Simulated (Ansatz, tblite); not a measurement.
Cost and result up the ladder for Ag₂F (3 atoms). Total charge 0; doublet. Geometry: PBE-D4/def2-TZVP.

```xyz
3

Ag    0.6822    0.9124   -0.9475
Ag   -0.2892    0.0645    1.4518
F    -0.3930   -0.9769   -0.5042
```

Ansatz on 4 threads of Arm Neoverse V1 on a shared host; xTB runs through tblite on one thread. Times are rough, summed over both states, and most runs start from the orbitals of an earlier one. PBE0-D4/def2-TZVP serves as the yardstick here, not as an exact answer. The other state is a singlet.

In the def2 sets Ag takes a core potential; there is no spin–orbit coupling. The xTB rows come from tblite. The structure comes from a short search, and lower isomers may exist.

Raw xTB energies of ions are shifted by several eV, and xTB has no spin-polarisation term.

| level | functions | wall time | vertical IE (eV) | difference from PBE0-D4/def2-TZVP (eV) |
| --- | --- | --- | --- | --- |
| GFN2-xTB | 22 | 0.004 s | 12.07 | 4.86 |
| GFN1-xTB | 22 | 0.006 s | 12.75 | 5.53 |
| PBE-D4/def2-TZVP | 111 | 2.3 s | 7.47 | 0.26 |
| PBE0-D4/def2-TZVP | 111 | 3.5 s | 7.21 | 0.00 |
| r2SCAN-D4/def2-TZVP | 111 | 5.2 s | 7.36 | 0.14 |
